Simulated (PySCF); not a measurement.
Problem. Write a Z-matrix for `S=P([S-])([S-])[S-]` as optimised with GFN2-xTB. (Charge -3.)

Solution. 
Z-matrix in Å and degrees, rows numbered from 1:
```
S 
P   1  2.0536
S   2  2.0536  1  109.50
S   2  2.0538  1  109.45  3   120.02
S   2  2.0536  1  109.46  3  -120.04
```

P2 (phosphorus bonded to 4 S) is tetrahedral (angles from 109.4° to 109.5°). All 4 P–S bonds measure 2.054 Å.

Structure optimised with GFN2-xTB, isolated species.

Point group: Td (tolerance 0.08 Å). Whether it is a minimum is left open (no frequencies). Whether so highly charged an anion holds all its electrons in the gas phase wasn't checked; a finite basis holds them in any case. The ion is multiply charged and computed without counter-ions or solvent.


**Question.** Write Cartesian coordinates for `FCBr` (CH2BrF) as optimised with PBE0-D3(BJ)/def2-TZVP.

**Answer.** 
```xyz
5
CH2BrF angstrom
F     -0.6350    0.9717   -0.4950
C      0.0148   -0.1486   -0.1092
Br     1.9275    0.0668   -0.3063
H     -0.1751   -0.3390    0.9451
H     -0.2768   -0.9810   -0.7465
```

Orientation and origin are arbitrary. Atoms count from 1 in this order. 

Bonds between heavy atoms (Å): F1–C2 1.351, C2–Br3 1.935.

Level of theory: PBE0-D3(BJ)/def2-TZVP geometry optimisation, gas phase (PySCF 2.14.0).

Point group: Cs (every atom within 0.08 Å of its image). PBE0-D3(BJ)/def2-TZVP frequencies: not computed here.


Problem. Write a Z-matrix for methylgermylbromide (`[CH3][GeH2][Br]`) as optimised with PBE0-D3(BJ)/def2-TZVP.

Solution. 
Z-matrix in Å and degrees, rows numbered from 1:
```
C 
Ge  1  1.9408
Br  2  2.3196  1  107.62
H   1  1.0901  2  109.42  3   -53.71
H   1  1.0915  2  110.01  3  -173.51
H   1  1.0896  2  110.14  3    65.98
H   2  1.5358  1  112.48  3   116.79
H   2  1.5354  1  113.08  3  -116.67
```

Ge2 (germanium bonded to Br, C and 2 H) is distorted tetrahedral (angles from 106.0° to 113.1°).

Computed, not measured: PBE0-D3(BJ)/def2-TZVP geometry optimisation, gas phase (PySCF 2.14.0).

Point group: near Cs, missed by 0.18 Å at most; the miss may be what the optimiser left on a soft mode. Stationary, but not proved a minimum.


What does the PBE0-D3(BJ)/def2-SVP structure of `[C](#N)[GeH3]` (germyl cyanide) look like in three dimensions?

```
atom  x, y, z in Å
N1     2.474   -0.041   -0.010
C2     1.315   -0.023   -0.007
Ge3   -0.610    0.011   -0.007
H4    -1.031    1.463   -0.246
H5    -1.067   -0.496    1.363
H6    -1.075   -0.910   -1.137
```

Orientation and origin are arbitrary. Atoms count from 1 in this order. Ge3 (germanium bonded to C and 3 H) is tetrahedral (angles from 107.0° to 111.8°).

Bonds between heavy atoms (Å): N1≡C2 1.159, C2–Ge3 1.925.

Computed, not measured: PySCF 2.14.0, PBE0-D3(BJ)/def2-SVP geometry optimisation, gas phase.

Point group: C3v (every atom within 0.08 Å of its image). No frequency check.
